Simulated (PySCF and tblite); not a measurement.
2 diastereomers of C₅H₇FO₂, numbered alike:

| isomer | SMILES | descriptors (one enantiomer) |
| --- | --- | --- |
| A | [CH3:1][O:2][C@@H:3]1[CH:4]=[CH:5][O:6][C@@H:7]1[F:8] | 3R, 7R |
| B | [CH3:1][O:2][C@H:3]1[CH:4]=[CH:5][O:6][C@@H:7]1[F:8] | 3S, 7R |

Computed spectrum of one of them (conformer average at 298.15 K; PBE0-D3(BJ)/def2-SVP geometries, energies PBE0/pcSseg-1 (IEF-PCM, water) (D3(BJ) added where defined), GIAO shieldings PBE0/pcSseg-1 (IEF-PCM, water); references on GFN2-xTB geometries), in ppm: ¹H (against TMS): 6.65 (1H), 5.91 (1H), 5.58 (1H), 4.65 (1H), 3.54 (3H). ¹³C (against TMS): 155.8 (1C), 111.8 (1C), 108.4 (1C), 84.8 (1C), 59.4 (1C). ¹⁹F (against CFCl3): -167.4 (1F). Of the H, only those on carbon are given.

(1) Which isomer is it?

Unscaled ¹⁹F shifts at such levels can be off by tens of ppm; differences between conformers or isomers are more reliable. Shifts are unscaled: against experiment ¹³C can be off by 15 ppm or more and ¹H by 0.8 ppm.

## Answers

(1) A. After a straight-line scaling (slope 0.85 to 1.15) of computed carbon shifts, the largest errors are A 0.4 ppm (at 111.8), B 3.6 ppm (at 108.4). Assigned: ¹H (against TMS): 6.65 (H5, 1H), 5.91 (H7, 1H), 5.58 (H4, 1H), 4.65 (H3, 1H), 3.54 (H1, 3H). ¹³C (against TMS): 155.8 (C5), 111.8 (C7), 108.4 (C4), 84.8 (C3), 59.4 (C1). ¹⁹F (against CFCl3): -167.4 (F8). For comparison, at another level (PBE0-D3(BJ)/def2-SVP geometries, energies CAM-B3LYP/def2-TZVP (IEF-PCM, chloroform) (D3(BJ) added where defined), GIAO shieldings PBE0/pcSseg-1 (IEF-PCM, chloroform)) the isomers give: A: ¹H (against TMS): 6.56 (H5, 1H), 5.83 (H7, 1H), 5.47 (H4, 1H), 4.48 (H3, 1H), 3.50 (H1, 3H). ¹³C (against TMS): 155.3 (C5), 111.1 (C7), 108.2 (C4), 85.1 (C3), 59.6 (C1). ¹⁹F (against CFCl3): -165.6 (F8). B: ¹H (against TMS): 6.71 (H5, 1H), 5.91 (H7, 1H), 5.62 (H4, 1H), 4.25 (H3, 1H), 3.43 (H1, 3H). ¹³C (against TMS): 159.3 (C5), 117.5 (C7), 106.8 (C4), 89.8 (C3), 57.1 (C1). ¹⁹F (against CFCl3): -146.8 (F8).
